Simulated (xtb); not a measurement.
In(F)(Cl)(vinyl) (C2H3ClFIn), SMILES C=[CH][In]([F])[Cl]. All values are semi-empirical tight-binding results from xtb (GFN2-xTB unless named), good for trends rather than for accurate numbers. Geometry optimised at GFN2-xTB. The structure was generated by enumeration; whether it is a known compound was not checked. Other conformers were not sampled.

Optimised geometry:

Bonded distances (Å): In1–F2 1.988, In1–Cl3 2.310, In1–C4 2.227, C4–C5 1.311, C4–H6 1.079, C5–H7 1.084, C5–H8 1.081. Angles (°): F2–In1–Cl3 112.2, F2–In1–C4 108.4, Cl3–In1–C4 139.4, In1–C4–C5 122.7, In1–C4–H6 112.1, C5–C4–H6 125.2, C4–C5–H7 121.2, C4–C5–H8 122.9, H7–C5–H8 115.9.
Charge 0, spin multiplicity 1.

For metal compounds this method's bond lengths and energies can be far off.

* **orbital gap**: 3.10 eV
* **zero-point energy**: 25.8 kcal/mol
* **G − E(el) at 298.15 K (modified RRHO)**: 3.9 kcal/mol

Computed atomic charges and the Wiberg bond orders between heavy atoms:
charges (e) In1 0.30, F2 -0.35, Cl3 -0.13, C4 -0.04, C5 -0.06, H6 0.12, H7 0.09, H8 0.09. Bond orders In1–F2 0.92, In1–Cl3 1.06, In1–C4 0.69, C4–C5 2.01.
